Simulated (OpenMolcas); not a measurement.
# Pd2+: moving or changing the point charges

Pd2+ among 4 point charges of -2.5 e arranged as a tetrahedron (Td), 1.94 Å from the ion.

```yaml
Program: OpenMolcas 26.06
Method: CASSCF
Basis: ANO-RCC-VDZP [6s5p3d1f]
Scalar_Hamiltonian: DKH2, point nucleus
Active_space: 8 electrons in 5 orbitals (4d)
State_averaging: 2S+1 = 3 even, 10 roots; 2S+1 = 1 even, 15 roots
Spin-orbit_coupling: state interaction with AMFI integrals over the reference wave functions
```

Runs around this geometry, states (labels of Td). Energies in cm-1 above the lowest state or level, χT in cm3 K/mol; under a threefold ground state the first gap can be a small split of the lowest multiplet, not the spin-orbit step; 10Dq and B are least-squares fits to the states below 45000 cm-1, weighted by degeneracy, with a free offset, and given where the rms deviation is under 5 % of |10Dq| (or 100 cm-1) and under 700 cm-1; 10Dq is negative for this site.

```json
{"R (Å)": "1.94", "q (e)": "-1.25", "Ground state": "3T1", "First state of that spin": "3T2 2152", "10Dq": "-2522", "B (rms of fit)": "923 (57)", "First gap with spin-orbit (degeneracies)": "534.5 (1, 3)", "χT at 300 K": "2.536", "First state of another spin": "1T2 12880"}
{"R (Å)": "1.94", "q (e)": "-2.5", "Ground state": "3T1", "First state of that spin": "3T2 3213", "10Dq": "-3717", "B (rms of fit)": "897 (179)", "First gap with spin-orbit (degeneracies)": "641.6 (1, 3)", "χT at 300 K": "2.166", "First state of another spin": "1E 13057"}
{"R (Å)": "2.13", "q (e)": "-2.5", "Ground state": "3T1", "First state of that spin": "3T2 2417", "10Dq": "-2808", "B (rms of fit)": "914 (105)", "First gap with spin-orbit (degeneracies)": "566.3 (1, 3)", "χT at 300 K": "2.420", "First state of another spin": "1T2 12955"}
```

Taking |10Dq| as R^-n, n = -ln(2808 / 3717) / ln(2.13 / 1.94) = 3.0 between the shortest and longest distance. The point-charge formula for a cubic d site gives n = 5.

Scaling the charges by -1.25 / -2.5 = 0.50 scales |10Dq| by 2522 / 3717 = 0.68; with fixed orbitals a first-order splitting would follow the charge.

An orbital triplet at a regular site is open to Jahn-Teller coupling, which can distort the site and quench the lowest spin-orbit gaps and is left out. Without dynamic correlation the repulsion within the d shell is too large (B by tens of per cent), so at a given field states of lower spin stand too high. Real 4d8 and 5d8 ions are as a rule square planar and diamagnetic. The ground term spreads over less than 5000 cm-1, several times less than with real ligands, so orbital moments are less quenched and χT lies further from the spin-only value than at real sites (holds for R = 1.94, q = -1.25). Point charges carry no covalency, so the field is a model and not that of real ligands. No measured value stands beside these numbers.
